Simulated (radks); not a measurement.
Neutral chromium inside a hard spherical wall (all orbitals vanish at R), configuration held at [Ar] 3d5 4s1 and not refilled when levels cross. All-electron calculation, scalar-relativistic Kohn-Sham, LDA (Slater exchange, VWN5 correlation), spin-polarised, spherical densities, finite nucleus; open shells are filled with parallel spins first; Fermi nuclear charge, rms radius 3.6452 fm. Program: a radial shooting solver on a logarithmic mesh with Libxc functionals. Eigenvalues in eV for spin up, with the zero of energy where the potential of the charges vanishes at infinity; a dash marks a level that is unbound or too diffuse for the functional's potential to be trusted. A positive occupied level is held by the wall or, in an anion where self-interaction has pushed it up, behind a barrier. The pressure on the wall is -dE/dV.

R (bohr)	E (hartree)	kinetic (hartree)	e(3s)	e(3p)	e(4s)	e(3d)	e(4p, empty)	e(5s, empty)	pressure (GPa)
free	-1048.67540	1058.761	-74.349	-46.135	-4.637	-3.890	-1.296	-0.023	0
20	-1048.67540	1058.761	-74.349	-46.135	-4.637	-3.890	-1.296	0.117	< 0.0001
15	-1048.67540	1058.761	-74.348	-46.135	-4.636	-3.889	-1.291	0.395	< 0.0001
10	-1048.67502	1058.765	-74.312	-46.099	-4.607	-3.856	-1.158	1.946	0.00990
7	-1048.66507	1058.829	-73.838	-45.629	-4.152	-3.419	-0.183	7.225	0.539
6	-1048.64450	1058.933	-73.192	-44.991	-3.446	-2.827	1.010	12.250	2.22
3.5	-1048.08211	1060.933	-65.555	-37.565	9.243	4.591	17.829	66.363	152
2.5	-1045.98710	1067.815	-52.478	-24.578	45.192	19.519	59.064	174.81	1760
2	-1041.59073	1082.055	-34.856	-6.066	105.46	41.157	122.58	324.61	8900
1.5	-1025.18038	1129.512	14.676	46.666	280.00	98.021	295.41	703.06	65400
